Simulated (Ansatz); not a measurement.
Isolated molecules relaxed with PBE0-D4/def2-TZVP in Ansatz; ΔE leaves out vibrations. CCSD(T)/CBS adds triple-zeta CCSD(T) − MP2 to the extrapolated MP2 energy (def2 sets, frozen cores). This one scheme is used for every species. DFT in def2-TZVPP. HSE06 is defined as in plane-wave codes. Elements past krypton have def2 core potentials. For Sn outer-core shells are correlated without core-valence functions, which leaves a few kJ/mol of doubt a bond. One conformer a species, not always the lowest.

Reaction (ligand exchange at the Sn–O bond): `[F][Sn]([F])([F])[O][SiH3]` + NH₃ → `[NH2][Sn]([F])([F])[F]` + silanol

`[F][Sn]([F])([F])[O][SiH3]`:

Cartesian coordinates in Å:
```
F 0.987 -2.613 1.515
Sn 1.086 -1.145 0.345
F 2.537 -0.067 0.878
F 1.466 -1.798 -1.382
O -0.554 -0.189 0.388
Si -1.227 1.161 -0.292
H -1.256 1.023 -1.770
H -0.435 2.362 0.073
H -2.604 1.266 0.245
```

NH₃:

```xyz
4

N    -0.045    0.185   -0.208
H    -0.778   -0.513   -0.160
H     0.830   -0.311   -0.328
H    -0.007    0.639    0.696
```

`[NH2][Sn]([F])([F])[F]`:

Z-matrix (Å, degrees):
```
Sn
F 1 1.889
F 1 1.897 2 104.9
N 1 1.981 2 110.4 3 127.8
F 1 1.889 2 108.1 3 -111.3
H 4 1.013 1 112.7 2 179.0
H 4 1.013 1 112.6 2 -57.6
```

`O[SiH3]`:

Cartesian coordinates in Å:
```
O 0.566 -1.147 -0.086
Si -0.147 0.338 -0.144
H 0.665 -1.562 0.771
H -1.537 0.301 0.387
H -0.163 0.725 -1.573
H 0.616 1.345 0.644
```

**Question.** Is it downhill or uphill in electronic energy at CCSD(T)/CBS, and by how much? (An estimate is asked.)

**Answer.** Ansatz gave: Uphill: ΔE = +22.6 kJ/mol.

**Question.** What do these levels give: BHLYP-D4, HSE06, CAM-B3LYP, RPA@PBE/def2-TZVPP, HF/def2-TZVPP, HF/def2-QZVPP? (Best estimate.)

**Answer.** Computed: BHLYP-D4 23.8, HSE06 12.7, CAM-B3LYP 16.7, RPA@PBE/def2-TZVPP 20.7, HF/def2-TZVPP 26.3, HF/def2-QZVPP 29.5 kJ/mol.

Largest T1 diagnostic among the species: 0.015.

At CCSD(T), def2-SVP lies +4.0 kJ/mol from the extrapolated value and def2-TZVPP −2.4 kJ/mol. In def2-TZVPP, CCSD(T) changes the Hartree–Fock value by −6.1 kJ/mol (the triples alone add −0.2 kJ/mol) and MP2 by −7.3 kJ/mol. The D4 term adds +3.7 kJ/mol with B3LYP and +2.3 kJ/mol with PBE0; it sums over pairs of atoms, weighted by their polarisabilities, and B3LYP, whose exchange is more repulsive, gets the larger term.

B3LYP here is the variant with VWN-RPA as its local correlation; programs differ in this.
